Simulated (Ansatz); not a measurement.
Frontier orbitals of `C=C[SiH](F)C#N`.

```tsv
atom	x (Å)	y (Å)	z (Å)
C1	1.1834	-0.7039	1.2371
C2	0.4011	0.2791	0.7993
Si3	-0.9367	-0.0191	-0.4232
F4	-0.9341	-1.5497	-0.8565
C5	-0.6122	0.9768	-1.9508
N6	-0.4066	1.6355	-2.8728
H7	1.0705	-1.7248	0.8851
H8	1.9712	-0.5294	1.9638
H9	0.5531	1.2881	1.1780
H10	-2.2898	0.3475	0.0401
```

Charge 0, multiplicity 1. The structure was optimised at the PBE0-D4/def2-TZVP level. It is one conformer, not always the lowest. Basis def2-TZVPP, Ansatz.

```
functional  HOMO (eV)  LUMO (eV)  gap (eV)
       PBE      -7.70      -2.36      5.34
      PBE0      -8.85      -1.37      7.48
   ωB97X-V     -11.21       0.89     12.10
   ωB97M-V     -11.11       0.77     11.88
        HF     -11.27       2.39     13.66
```

A quarter of exact exchange (PBE0) shifts PBE's HOMO by −1.16 eV and its LUMO by +0.99 eV; full exchange at long range (ωB97M-V) shifts them by −3.41 and +3.12 eV. The gap opens from 5.34 to 11.87 eV, since occupied levels lose self-interaction and empty ones feel all the electrons. A positive LUMO is unbound and depends on the basis.
